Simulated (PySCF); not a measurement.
**Cost of excited-state runs on SMILES c1ccc2nccnc2c1, C$_{8}$H$_{6}$N$_{2}$**

Geometry:
```json
{"atom": "C1", "x (Å)": "-2.214", "y (Å)": "0.585", "z (Å)": "0.348"}
{"atom": "C2", "x (Å)": "-2.200", "y (Å)": "-0.617", "z (Å)": "-0.381"}
{"atom": "C3", "x (Å)": "-1.019", "y (Å)": "-1.209", "z (Å)": "-0.735"}
{"atom": "C4", "x (Å)": "0.201", "y (Å)": "-0.607", "z (Å)": "-0.368"}
{"atom": "N5", "x (Å)": "1.370", "y (Å)": "-1.187", "z (Å)": "-0.717"}
{"atom": "C6", "x (Å)": "2.468", "y (Å)": "-0.584", "z (Å)": "-0.350"}
{"atom": "C7", "x (Å)": "2.454", "y (Å)": "0.624", "z (Å)": "0.381"}
{"atom": "N8", "x (Å)": "1.342", "y (Å)": "1.208", "z (Å)": "0.734"}
{"atom": "C9", "x (Å)": "0.187", "y (Å)": "0.610", "z (Å)": "0.370"}
{"atom": "C10", "x (Å)": "-1.047", "y (Å)": "1.192", "z (Å)": "0.721"}
{"atom": "H11", "x (Å)": "-3.163", "y (Å)": "1.027", "z (Å)": "0.613"}
{"atom": "H12", "x (Å)": "-3.139", "y (Å)": "-1.072", "z (Å)": "-0.660"}
{"atom": "H13", "x (Å)": "-0.986", "y (Å)": "-2.131", "z (Å)": "-1.293"}
{"atom": "H14", "x (Å)": "3.399", "y (Å)": "-1.055", "z (Å)": "-0.633"}
{"atom": "H15", "x (Å)": "3.373", "y (Å)": "1.111", "z (Å)": "0.676"}
{"atom": "H16", "x (Å)": "-1.033", "y (Å)": "2.114", "z (Å)": "1.282"}
```

PySCF with density fitting, on 1 thread of an Arm Neoverse V1, shared host. Command: `OMP_NUM_THREADS=1 python excited_run.py task.json out`

(1) How long does this run take, and how much memory?
- vibronic structure, BHandHLYP/6-31G*; full response; writes grids

Answers

(1) 
| run | level | basis functions | wall time | peak memory (GiB) |
| --- | --- | --- | --- | --- |
| vibronic structure | BHandHLYP/6-31G* | 152 | 49 s | 0.91 |

Times from a shared host are rough.
